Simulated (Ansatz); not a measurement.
Frontier orbitals of C₂H₁₀GeN₂, SMILES `C[NH][GeH2][NH]C`.

```xyz
15

C     0.021    2.040   -0.704
N     0.891    1.335    0.215
Ge    0.211    0.041    1.311
N    -0.859   -1.106    0.351
C    -0.256   -1.992   -0.622
H    -0.869    2.387   -0.173
H     0.525    2.928   -1.099
H    -0.326    1.437   -1.554
H     1.790    1.114   -0.185
H    -0.723    0.672    2.357
H     1.449   -0.637    1.941
H    -1.583   -1.555    0.891
H     0.296   -2.840   -0.190
H    -1.015   -2.397   -1.299
H     0.448   -1.427   -1.240
```

Total charge 0; spin multiplicity 1. Correlated methods include outer-core shells of Ge, which these sets cover unevenly. Scalar relativity is left out up to krypton. All single points use the PBE0-D4/def2-TZVP geometry. It is one conformer, not always the lowest. Basis def2-TZVPP, the Gaussian-basis code of Ansatz.

```tsv
functional	HOMO (eV)	LUMO (eV)	gap (eV)
PBE	-5.16	0.03	5.19
PBE0	-6.54	0.86	7.40
B3LYP	-6.32	0.55	6.87
CAM-B3LYP	-7.95	1.67	9.62
ωB97M-V	-8.89	2.34	11.23
```

From PBE to PBE0 the HOMO moves by −1.38 eV and the LUMO by +0.82 eV, and with ωB97M-V by −3.73 and +2.31 eV, so the gap grows from 5.19 to 11.24 eV with exact exchange. A positive LUMO is unbound and depends on the basis.

B3LYP here is the variant with VWN-RPA as its local correlation; programs differ in this.
